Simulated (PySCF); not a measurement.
Simulation results for CH₄B₂O, CH₆AlN₂, CH₆N₂Si

All values are calculated (PySCF 2.14.0). Calculation on a computer-drawn molecule: the log of a Hartree-Fock and frozen-core CCSD(T) single point meant for a local Hartree-Fock minimum, with one planted fault or none, to be diagnosed. Offsets are logged minus clean, where the clean run is the same molecule without the fault. The reference is restricted for singlets and unrestricted otherwise, and also for a bond in bohr or an excited solution. Adding or removing an electron swaps singlet and doublet. The excited solution moves the top pair (singlet) or top alpha electron (doublet) to the lowest empty orbital. Highest occupied and lowest empty are orbital energies over both spins, largest force is the largest gradient component, triples share is (T) over the correlation energy, the T1 limit is 0.02 restricted and 0.045 unrestricted, electrons count all cores, a negative frequency is imaginary (commonest isotopes), and the dipole is about the centre of nuclear charge.

Common to all runs: meant charge 0; logged SCF converged yes; logged CC converged yes; logged SCF stable within its kind yes; possible faults no fault, one electron removed, one electron added, multiplicity raised by two, geometry at a saddle point, SCF held on an excited solution, minimal basis STO-3G, one bond length entered in bohr, all coordinates scaled.

(1) CH₄B₂O

Logged structure:
```xyz
8
CH4B2O
B      1.1157    -0.5054     0.0000
C      0.4974     0.8671     0.0000
B     -0.8688     0.5584     0.0000
O     -2.1248     0.1944     0.0000
H      2.3000    -0.7115     0.0000
H      0.3825    -1.4795     0.0000
H      1.0181     1.8097     0.0000
H     -2.3201    -0.7332     0.0000
```

* meant multiplicity: 1
* meant basis: cc-pVDZ
* logged electrons: 28
* logged basis functions: 76
* logged spin squared: 0
* logged highest occupied: -9.2314 eV
* logged lowest empty: 3.4567 eV
* logged largest force: 1.763e-05 hartree/bohr
* logged lowest frequency: -401.34 cm⁻¹
* logged T1 diagnostic: 0.015583
* logged D1 diagnostic: 0.042823
* logged triples share: 0.031749
* logged dipole magnitude: 2.915 debye
* logged energy HF: -164.43596 hartree
* logged energy CCSD(T): -164.96352 hartree
* planted fault: geometry at a saddle point
* HF energy offset from clean run: 3.985 kcal/mol
* CCSD(T) energy offset from clean run: 3.149 kcal/mol

Drawn bonds:
```
atom  other atom  order
   1           2      1
   2           3      2
   3           4      1
   1           5      1
   1           6      1
   2           7      1
   4           8      1
```

(2) CH₆AlN₂

Logged structure:
```xyz
10
CH6AlN2
N      2.1809    -0.0492     0.0001
C      0.8789    -0.5006     0.0000
Al    -0.6909     0.5948     0.0000
N     -2.3011    -0.1395     0.0000
H      2.9565    -0.6738     0.0000
H      2.3932     0.9238     0.0000
H      0.8305    -1.5884     0.0000
H     -0.5841     2.1767     0.0000
H     -3.1603     0.3774     0.0000
H     -2.5036    -1.1213     0.0000
```

* meant multiplicity: 2
* meant basis: cc-pV(D+d)Z
* logged electrons: 39
* logged basis functions: 95
* logged spin squared: 0.7596
* logged highest occupied: -7.0742 eV
* logged lowest empty: 2.4608 eV
* logged largest force: 3.825e-05 hartree/bohr
* logged lowest frequency: -494.53 cm⁻¹
* logged T1 diagnostic: 0.017636
* logged D1 diagnostic: 0.08019
* logged triples share: 0.025766
* logged dipole magnitude: 1.2924 debye
* logged energy HF: -392.18539 hartree
* logged energy CCSD(T): -392.77419 hartree
* planted fault: geometry at a saddle point
* HF energy offset from clean run: 0.8901 kcal/mol
* CCSD(T) energy offset from clean run: 0.6842 kcal/mol

Drawn bonds:
```
atom  other atom  order
   1           2      1
   2           3      1
   3           4      1
   1           5      1
   1           6      1
   2           7      1
   3           8      1
   4           9      1
   4          10      1
```

(3) CH₆N₂Si

Logged structure:
```xyz
10
CH6N2Si
C     -2.2898     0.1252     2.0953
N     -1.5582    -0.3521     0.9315
Si    -0.1195    -1.2102     0.9422
N      0.6085    -1.5976     2.2747
H     -1.7532    -0.1629     2.9963
H     -2.3839     1.2137     2.0841
H     -3.2916    -0.3087     2.1379
H     -1.9822    -0.1309     0.0520
H      0.2370    -1.4724    -0.4659
H      1.4673    -2.1072     2.3356
```

* meant multiplicity: 1
* meant basis: cc-pV(D+d)Z
* logged electrons: 40
* logged basis functions: 95
* logged spin squared: 0
* logged highest occupied: -9.3294 eV
* logged lowest empty: 3.6686 eV
* logged largest force: 1.925e-05 hartree/bohr
* logged lowest frequency: 136.98 cm⁻¹
* logged T1 diagnostic: 0.015191
* logged D1 diagnostic: 0.055465
* logged triples share: 0.030068
* logged dipole magnitude: 3.2027 debye
* logged energy HF: -439.19233 hartree
* logged energy CCSD(T): -439.82879 hartree
* planted fault: no fault
* HF energy offset from clean run: 0 kcal/mol
* CCSD(T) energy offset from clean run: 0 kcal/mol

Drawn bonds:
```
atom  other atom  order
   1           2      1
   2           3      1
   3           4      2
   1           5      1
   1           6      1
   1           7      1
   2           8      1
   3           9      1
   4          10      1
```
